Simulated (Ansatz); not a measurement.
C$_{3}$H$_{7}$NSi (`C=C1[SiH2]N1C`). Total charge 0; spin multiplicity 1. Geometry: relaxed with PBE0-D4/def2-TZVP.

```xyz
12

C     1.731    0.356   -0.861
C     0.408    0.327   -0.725
Si   -1.359    0.526   -1.071
N    -0.482   -0.099    0.249
C    -0.223   -0.696    1.521
H     2.390   -0.017   -0.083
H     2.182    0.756   -1.758
H    -2.119   -0.403   -1.941
H    -2.070    1.819   -0.921
H     0.374   -0.027    2.152
H     0.331   -1.635    1.406
H    -1.163   -0.907    2.031
```

Problem. What is the dipole moment at B3LYP/def2-TZVPP? (Best estimate.)

Solution. Ansatz gave: 1.85 D, with components (-1.65, -0.32, 0.77) D in this frame, pointing from negative to positive charge.

Problem. And with PBE, r2SCAN, ωB97M-V? (Estimate.)

Solution. Computed: PBE 1.80 D, r2SCAN 1.86 D, ωB97M-V 1.87 D.

Problem. Give the Mulliken charges with B3LYP, ωB97M-V, PBE in def2-TZVPP. (Estimate.)

Solution. Ansatz gave: 
| atom | B3LYP | ωB97M-V | PBE |
| --- | --- | --- | --- |
| C1 | -0.32 | -0.30 | -0.29 |
| C2 | 0.07 | 0.03 | 0.06 |
| Si3 | 0.37 | 0.32 | 0.28 |
| N4 | -0.28 | -0.29 | -0.19 |
| C5 | -0.18 | -0.24 | -0.19 |
| H6 | 0.08 | 0.08 | 0.08 |
| H7 | 0.09 | 0.09 | 0.08 |
| H8 | -0.07 | -0.02 | -0.06 |
| H9 | -0.06 | -0.02 | -0.06 |
| H10 | 0.10 | 0.12 | 0.10 |
| H11 | 0.10 | 0.12 | 0.10 |
| H12 | 0.09 | 0.11 | 0.09 |

B3LYP here is the variant with VWN-RPA as its local correlation; programs differ in this.
